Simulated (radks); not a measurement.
Values are calculated unless marked as measured or tabulated.
Ionisation of Zr, [Kr] 4d2 5s2, to Zr+, [Kr] 4d2 5s1, under several functionals. Scalar-relativistic Kohn-Sham, spin-polarised, spherical densities, finite nucleus; open shells are filled with parallel spins first (spin-orbit coupling, left out, can overturn this in heavy ions); a radial shooting solver on a logarithmic mesh with Libxc functionals.

functional                               E(Zr) (hartree)  Exc (hartree)  IE (eV)  -e(HOMO) (eV)  <r> HOMO (bohr)  IE error (eV)
PBE                                          -3598.51063     -113.91773    6.438          4.047            3.828         -0.196
revPBE                                       -3598.70239     -114.11369    6.341          3.985            3.856         -0.293
MS2 meta-GGA                                 -3598.51754     -113.86301    6.213          4.104            2.264         -0.421
Wu-Cohen GGA                                 -3597.91352     -113.31425    6.316          4.049            3.809         -0.318
BLYP                                         -3599.01869     -114.42656    6.569          3.804            2.267         -0.065
HCTH/407                                     -3600.86149     -116.42771    7.099          3.952            3.953         +0.464
LDA (Slater exchange, VWN5 correlation)      -3594.59107     -109.95033    6.720          4.153            2.262         +0.085
PBEsol                                       -3596.46284     -111.84274    6.403          4.060            3.822         -0.232
RPBE                                         -3598.77773     -114.19006    6.386          3.975            3.871         -0.248

NIST Atomic Spectra Database: 6.634 eV (measured). Closest: BLYP. The Delta-SCF values span 0.89 eV, the total energies 6.27 hartree. The highest occupied level is 5s. Open shells are spherical and high-spin; term and fine-structure splittings are not resolved.
